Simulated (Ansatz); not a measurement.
Consider the redistribution: `[CH3][In]([F])[O][SiH3]` + `O[SiH](Cl)Cl` → `[CH3][In]([OH])[F]` + `[SiH3]O[SiH](Cl)Cl`.

Computed with Ansatz on PBE0-D4/def2-TZVP structures; ΔE is electronic, products minus reactants. CBS: MP2 limit from def2 TZ/QZ plus the TZ coupled-cluster correction, frozen cores. This one scheme is used for every species. Functionals use def2-TZVPP. def2 core potentials past Kr. For In outer-core shells are correlated without core-valence functions, which leaves a few kJ/mol of doubt a bond. One conformer a species, not always the lowest.

**Question.** Is it downhill or uphill in electronic energy at CCSD(T)/CBS, and by how much? (Best estimate.)

**Answer.** Ansatz gave: Uphill: ΔE = +0.03 eV.

**Question.** What do these levels give: B97M-V, r2SCAN0-D4, CAM-B3LYP-D4, B2PLYP, revPBE, r2SCAN? (Estimate.)

**Answer.** Ansatz gave: B97M-V 0.05, r2SCAN0-D4 0.05, CAM-B3LYP-D4 0.01, B2PLYP 0.03, revPBE 0.03, r2SCAN 0.04 eV.

Largest T1 diagnostic among the species: 0.016.

From BLYP to BHLYP (50 % exact exchange), in def2-TZVPP and without D4, ΔE moves by +0.03 eV. Leaving LDA and LC-ωPBE aside and taking each functional with its dispersion term where it has one, the values, not all of them listed here, spread over 0.09 eV, from BLYP-D4 to PBE-QIDH. In def2-TZVPP, CCSD(T) changes the Hartree–Fock value by −0.03 eV (the triples alone add −0.00 eV) and MP2 by −0.04 eV.
